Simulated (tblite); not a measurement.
Compound: C₁₁H₃N₅.
SMILES: `N#CC(C#N)=c1ccc(=C(C#N)C#N)nc1`

Computed with GFN2-xTB (tblite): harmonic, unscaled wavenumbers at the GFN2-xTB geometry, gas phase. This tight-binding method is rough: wavenumbers can miss measured ones by several per cent, in bad cases by 10 to 20.

Harmonic wavenumbers (cm⁻¹): 34.8, 41.9, 68.2, 92.5, 104.3, 114.7, 125.2, 125.7, 188.9, 264.6, 271.5, 327.8, 346.4, 361.5, 402.3, 429.5, 446.0, 477.0, 500.0, 542.0, 574.0, 590.1, 598.2, 607.5, 609.5, 718.5, 736.6, 812.8, 886.8, 930.8, 961.8, 1001.3, 1027.7, 1136.4, 1205.7, 1208.6, 1245.7, 1294.3, 1321.5, 1396.8, 1427.4, 1524.0, 1543.3, 1607.9, 2321.1, 2321.7, 2357.5, 2359.2, 3052.1, 3082.4, 3098.5.

A = 1211, B = 279.8, C = 227.3 MHz; mass 205.039 u (most abundant isotopes); point group Cs, symmetry number 1.

Problem. Zero-point energy?

Solution. ½Σν̃ = 24412 cm⁻¹ = 292.03 kJ/mol.

Problem. Entropy at 273.15 K, 1 bar (ideal gas, RRHO, classical rotation)?

Solution. Translation 173.42, rotation 135.73, vibration 187.34: S = 496.5 J/(mol K).

Problem. And Cp and H(273.15 K) − H(0)?

Solution. Cp = 208.42 J/(mol K), of which vibrations give 175.17 (their classical limit is 51 R = 424.0); H(273.15 K) − H(0) = 35.06 kJ/mol without the zero-point energy, 25.97 from vibrations.

Problem. Blend soft modes into free rotors: weight 1/[1 + (100 cm⁻¹/ν̃)⁴] for the oscillator and the rest for a rotor with moment μB/(μ + B), μ = h/(8π²ν), B = 10⁻⁴⁴ kg m². What vibrational entropy results?

Solution. 168.89 J/(mol K) in place of 187.34, which changes −T·S at 273.15 K by +5.04 kJ/mol.

Problem. How do the functions run with temperature in this model?

Solution. 
```
 T (K)  S (J/(mol K))  Cp (J/(mol K))  H − H(0) (kJ/mol)  G − H(0) (kJ/mol)  ln q(vib)
   150          393.2           140.3              13.41             -45.57       5.75
   250          478.5           196.9              30.36             -89.27      10.12
298.15          515.3           220.2              40.41            -113.21      12.14
   400          586.0           261.7              65.04            -169.36      16.22
   600          703.9           319.2             123.57            -298.76      23.56
   900          843.9           369.9             227.70            -531.83      33.12
```

q(vib) and H(0) count from the zero-point level.

Hindered rotation and anharmonicity are outside this model.
